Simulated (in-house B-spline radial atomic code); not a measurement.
The zirconium ion Zr²⁺ is squeezed into an impenetrable sphere of radius R (the orbitals vanish at R). No spin polarisation. Level of theory: non-relativistic Hartree-Fock, average of configuration, point nucleus; calculated with a radial B-spline atomic code at the basis-set limit.

Energies in eV above the free ion in [Kr] 4d2:

```
R (bohr)  highest level (eV)   [Kr] 4d2  [Ar] 3d10 4s2 4p5 4d2 4f1  [Kr] 4d1 4f1  -dE/dV in [Kr] 4d2 (GPa)
    9.79               -22.4  3.613e-05                      45.53         14.31                  6.79e-05
     6.6               -22.4    0.02087                      47.51          16.4                    0.0771
    4.62               -21.8      0.723                      53.59         22.67                       5.1
    4.26               -21.4      1.363                      56.18         25.21                      11.5
    3.36               -18.2      7.478                      70.01         38.08                       117
    2.97               -14.4      17.21                      85.07         51.83                       374
    2.47               -2.95      55.55                        133         96.37                      1920
    2.23                7.95      101.4                      184.8         145.4                      4490
    1.81                46.8      309.1                        404         356.9                     22400
    1.37                 161       1125                       1216          1160                    163000
```

Problem. Does [Ar] 3d10 4s2 4p5 4d2 4f1 fall below [Kr] 4d2 under compression?

Solution. No, it stays above over the whole range.

Problem. Does [Kr] 4d1 4f1 fall below [Kr] 4d2 under compression?

Solution. No, it stays above over the whole range.

The highest level is first positive in the row R = 2.23 bohr, pushed up by confinement above the zero of the free ion's potential. Each configuration is held fixed and needn't be the lowest in the sphere.
